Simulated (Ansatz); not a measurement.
The cluster K2S, 3 atoms. Hardware: 4 threads of Arm Neoverse V1 on a shared host.

Correlated methods freeze 15 core orbitals; core or outer-core shells of K are correlated, in sets that lack core-valence functions.

(1) How many basis functions does each of these Ansatz runs have, and roughly what does it cost? RPA@PBE/def2-TZVP, charge 0 singlet, energy, from earlier orbitals; r2SCAN-D4/def2-TZVP, charge 0 quintet, relaxation, 9 steps; PBE0-D4/def2-TZVP, charge 0 triplet, energy, from earlier orbitals; PBE0-D4/def2-TZVP, charge 0 unrestricted singlet, energy, from earlier orbitals; B97M-V/def2-TZVP, charge 0 quintet, energy, from earlier orbitals; B97M-V/def2-TZVP, charge 0 singlet, energy, from earlier orbitals; MP2/def2-TZVP, charge 0 singlet, energy, from earlier orbitals; r2SCAN-D4/def2-TZVP, charge 0 singlet, energy and forces, from earlier orbitals; r2SCAN-D4/def2-TZVP, charge 0 unrestricted singlet, energy, from earlier orbitals; LDA (SPW92)/def2-TZVP, charge 0 triplet, energy, from earlier orbitals; CCSD(T)/def2-TZVPD, charge 0 singlet, energy, from earlier orbitals; CCSD(T)/def2-TZVPD, charge -1 doublet at the geometry of the charge 0 singlet, energy, from earlier orbitals.

Answers

(1) Other jobs shared the machine, so times can vary by a factor of up to 3. A dash marks memory too small to be measured apart from the calling script's.

| run | functions | fitting or Cholesky vectors | wall time | peak host memory (GiB) |
| --- | --- | --- | --- | --- |
| MP2/def2-TZVP, charge 0 singlet, energy, from earlier orbitals | 103 | 861 | 0.5 s | – |
| RPA@PBE/def2-TZVP, charge 0 singlet, energy, from earlier orbitals | 103 | 861 | 1.6 s | – |
| LDA (SPW92)/def2-TZVP, charge 0 triplet, energy, from earlier orbitals | 103 | 911 | 1.7 s | – |
| r2SCAN-D4/def2-TZVP, charge 0 singlet, energy and forces, from earlier orbitals | 103 | 911 | 2.4 s | – |
| CCSD(T)/def2-TZVPD, charge 0 singlet, energy, from earlier orbitals | 118 | 945 | 2.4 s | – |
| PBE0-D4/def2-TZVP, charge 0 unrestricted singlet, energy, from earlier orbitals | 103 | 861 | 2.8 s | – |
| r2SCAN-D4/def2-TZVP, charge 0 unrestricted singlet, energy, from earlier orbitals | 103 | 911 | 3.9 s | – |
| B97M-V/def2-TZVP, charge 0 singlet, energy, from earlier orbitals | 103 | 911 | 4 s | – |
| CCSD(T)/def2-TZVPD, charge -1 doublet at the geometry of the charge 0 singlet, energy, from earlier orbitals | 118 | 945 | 11 s | 0.81 |
| B97M-V/def2-TZVP, charge 0 quintet, energy, from earlier orbitals | 103 | 911 | 17 s | – |
| PBE0-D4/def2-TZVP, charge 0 triplet, energy, from earlier orbitals | 103 | 861 | 19 s | – |
| r2SCAN-D4/def2-TZVP, charge 0 quintet, relaxation, 9 steps | 103 | 911 | 80 s | – |
